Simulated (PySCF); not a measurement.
# NMR problem set

PySCF 2.14.0 with density-fitted response routines calculation with shielding tensors at PBE0/pcSseg-1 (GIAO) and GFN2-xTB geometry; isolated molecule, relativity neglected, one computed conformer, rapidly exchanging positions averaged.

Referencing at the same level of theory: ¹H, ¹³C vs TMS. Where no couplings were computed, multiplicities follow the n + 1 count of equivalent neighbours, and m marks all less simple cases (inequivalent or close neighbours, rings, F or P nearby). Acid and N–H amide carbonyl carbons lie up to 10 ppm further downfield in solution (hydrogen bonding). Shifts are as computed. Against solution values, carbons near 30 ppm lie about +3 ppm off and those near 130 ppm about +5 ppm (rms about the fit 2.1 ppm; single classes can miss by 10 ppm). Of 1328 compounds with measured shifts, 309 miss one by over three times the rms of a fit or turn the order of signals round; such compounds aren't used in these exercises. Signals without a measured value on file couldn't be tested in this way; 1H shifts scatter by 0.2 ppm about their fit, and single ones miss by 0.5 ppm. OH and NH positions are gas-phase values without hydrogen bonding to other molecules.

Question: C$_{4}$H$_{6}$O$_{2}$Si. ¹H NMR (300 MHz, computed): δ 6.14 (br s, 1H), 4.08 (t, 3H), 2.01 (q, 2H). ¹³C{¹H} NMR (computed): δ 158.5 (C), 97.9 (C), 77.5 (C), 0.8 (CH2). What is it?

Answer: `O=C(O)C#CC[SiH3]`. Rings plus π bonds: 3 (no ring in the answer). 4 carbon signals for 4 carbons: no two carbons are equivalent. Carbon types of the structure: 3 × C, 1 × CH2, leaving 4 H on heteroatoms. δC 158.5: carboxylic acid carbon; lone-pair donation from the attached heteroatom keeps it upfield of a ketone carbonyl. δC 97.9, 77.5: alkyne carbon; sp carbons lie upfield of alkene carbons because the cylindrical π system leaves one tensor component strongly shielded. δC 0.8: propargylic sp3 CH2 bonded to Si; an electropositive neighbour leaves it electron-rich and shielded. δH 6.14: hydrogen on an acid hydroxyl oxygen; exchangeable, gas-phase position.

The data come from this structure; uniqueness wasn't tested.

Question: C$_{5}$H$_{14}$OSi. ¹H NMR (600 MHz, computed): δ 3.83 (q, 2H), 1.29 (t, 3H), 0.04 (s, 9H). ¹³C{¹H} NMR (computed): δ 61.3 (CH2), 20.8 (CH3), -0.2 (CH3). Give a structure.

Answer: trimethylethoxysilane (SMILES CCO[Si](C)(C)C). Rings plus π bonds: 0. 3 carbon signals for 5 carbons: some carbons are equivalent by symmetry or fast rotation. Carbon types of the structure: 1 × CH2, 4 × CH3, which accounts for all hydrogens. δC 61.3: sp3 CH2 bonded to O; the inductive effect lowers its shielding. δC -0.2: methyl carbon bonded to Si; an electropositive neighbour leaves it electron-rich and shielded. δH 3.83: hydrogen on an sp3 CH2 bonded to O; its carbon carries O, hence the downfield position. δH 0.04: hydrogen on a methyl carbon bonded to Si; an electropositive neighbour shields it, as in TMS itself.

The data come from this structure; uniqueness wasn't tested.
